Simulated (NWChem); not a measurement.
Everything below was run with NWChem. System: H₃S₂ (+1), charge 1, spin multiplicity 1, at a geometry optimised with PBE0/def2-SVP. The structure started from a generated list of species. Level: TD-PBE/aug-cc-pVDZ.

Job file:

```
start mol
memory heap 200 mb stack 900 mb global 1100 mb
charge 1
geometry units angstroms nocenter noautoz
  S     -0.584653    -0.916387     0.000000
  S      0.556736     0.830005     0.000000
  H      0.533521    -1.685843     0.000000
  H     -0.043421     1.533979     1.004516
  H     -0.043421     1.533979    -1.004516
  symmetry group Cs
end
basis spherical
  * library aug-cc-pvdz
end
dft
  xc xpbe96 cpbe96
  semidirect memsize 60000000 filesize 0
  iterations 100
end
tddft
  rpa
  nroots 5
  notriplet
  thresh 1e-4
end
task tddft energy
```

Output (cleaned and shortened):

```
             Northwest Computational Chemistry Package (NWChem) 7.3.0
             --------------------------------------------------------

                                NWChem Input Module
                                -------------------

 Scaling coordinates for geometry "geometry" by  1.889725989
 (inverse scale =  0.529177249)

 Turning off AUTOSYM since
 SYMMETRY directive was detected!

                             Geometry "geometry" -> ""
                             -------------------------

 Output coordinates in angstroms (scale by  1.889725989 to convert to a.u.)

  No.       Tag          Charge          X              Y              Z
 ---- ---------------- ---------- -------------- -------------- --------------
    1 S                   16.0000    -0.58465300    -0.91638700     0.00000000
    2 S                   16.0000     0.55673600     0.83000500     0.00000000
    3 H                    1.0000     0.53352100    -1.68584300     0.00000000
    4 H                    1.0000    -0.04342100     1.53397900     1.00451600
    5 H                    1.0000    -0.04342100     1.53397900    -1.00451600

 Effective nuclear repulsion energy (a.u.)      93.7735998394

            Nuclear Dipole moment (a.u.)
            ----------------------------
        X                 Y               Z
 ---------------- ---------------- ----------------
     0.0000132281     0.0000056692     0.0000000000

      Symmetry information
      --------------------

 Group name             Cs
 Group number              2
 Group order               2
 No. of unique centers     4

      Symmetry unique atoms

     1    2    3    4


 Summary of "ao basis" -> "" (spherical)
 ------------------------------------------------------------------------------
       Tag                 Description            Shells   Functions and Types
 ---------------- ------------------------------  ------  ---------------------
 *                        aug-cc-pvdz                 on all atoms

  pbe96 is a nonlocal functional; adding pw91lda local functional.

                                 NWChem DFT Module
[...]
     Occ.   17  a"  ---  Virt.   19  a"   0.96925 X
  ----------------------------------------------------------------------------
  Root   3 singlet a"             0.215155313 a.u.                5.8547 eV
  ----------------------------------------------------------------------------
     Transition Moments    X -0.00000   Y  0.00000   Z  0.10080
     Transition Moments   XX -0.00000  XY  0.00000  XZ -0.11612
     Transition Moments   YY -0.00000  YZ -1.20092  ZZ -0.00000
     Dipole Oscillator Strength                    0.0014574395
     Electric Quadrupole                           0.0000000772
     Magnetic Dipole                               0.0000013281
     Total Oscillator Strength                     0.0014588448

          sigma_e =   2.1090 Angstrom
          sigma_h =   1.3245 Angstrom
         |d_h->e| =   1.8067 Angstrom
            d_exc =   3.0787 Angstrom
            d_CD1 =   2.5912 Angstrom
            d_CD2 =   0.0900 Angstrom
            d_CD3 =   4.8854 Angstrom
     Pearson C.C. =  -0.0022

     Occ.   17  a"  ---  Virt.   20  a'   0.99867 X
  ----------------------------------------------------------------------------
  Root   4 singlet a'             0.238230519 a.u.                6.4826 eV
  ----------------------------------------------------------------------------
     Transition Moments    X -0.44259   Y -0.62067   Z -0.00000
     Transition Moments   XX  0.13937  XY  0.19800  XZ  0.00000
     Transition Moments   YY -0.01552  YZ  0.00000  ZZ -0.00184
     Dipole Oscillator Strength                    0.0922922578
     Electric Quadrupole                           0.0000000034
     Magnetic Dipole                               0.0000000001
     Total Oscillator Strength                     0.0922922613

          sigma_e =   1.8708 Angstrom
          sigma_h =   1.6920 Angstrom
         |d_h->e| =   0.2169 Angstrom
            d_exc =   2.5482 Angstrom
            d_CD1 =   0.3958 Angstrom
            d_CD2 =  -1.5644 Angstrom
            d_CD3 =   2.7651 Angstrom
     Pearson C.C. =  -0.0132

     Occ.   14  a'  ---  Virt.   18  a'  -0.21965 X
     Occ.   16  a'  ---  Virt.   18  a'  -0.94443 X
     Occ.   16  a'  ---  Virt.   18  a'   0.05731 Y
     Occ.   16  a'  ---  Virt.   20  a'   0.05128 X
     Occ.   16  a'  ---  Virt.   25  a'  -0.05923 X
     Occ.   17  a"  ---  Virt.   19  a"   0.19493 X
     Occ.   17  a"  ---  Virt.   27  a"  -0.10228 X
  ----------------------------------------------------------------------------
  Root   5 singlet a"             0.252011687 a.u.                6.8576 eV
  ----------------------------------------------------------------------------
     Transition Moments    X -0.00000   Y  0.00000   Z  0.17482
     Transition Moments   XX -0.00000  XY  0.00000  XZ -0.13584
     Transition Moments   YY -0.00000  YZ  0.29708  ZZ -0.00000
     Dipole Oscillator Strength                    0.0051345585
     Electric Quadrupole                           0.0000000091
     Magnetic Dipole                               0.0000000992
     Total Oscillator Strength                     0.0051346668

          sigma_e =   2.1580 Angstrom
          sigma_h =   1.3460 Angstrom
         |d_h->e| =   0.6142 Angstrom
            d_exc =   2.6226 Angstrom
            d_CD1 =   1.4262 Angstrom
            d_CD2 =  -1.1378 Angstrom
            d_CD3 =   3.2368 Angstrom
     Pearson C.C. =  -0.0055

     Occ.   16  a'  ---  Virt.   19  a"  -0.10472 X
     Occ.   17  a"  ---  Virt.   21  a'  -0.99008 X
     Occ.   17  a"  ---  Virt.   22  a'  -0.05390 X

              Target root =      1
          Target symmetry = none
      Ground state energy =   -797.528480001828
        Excitation energy =      0.147741139461
     Excited state energy =   -797.380738862367

  stored tddft:energy   -797.38073886236714

 Task  times  cpu:       48.5s     wall:       48.5s

 Total times  cpu:       48.5s     wall:       48.5s
```
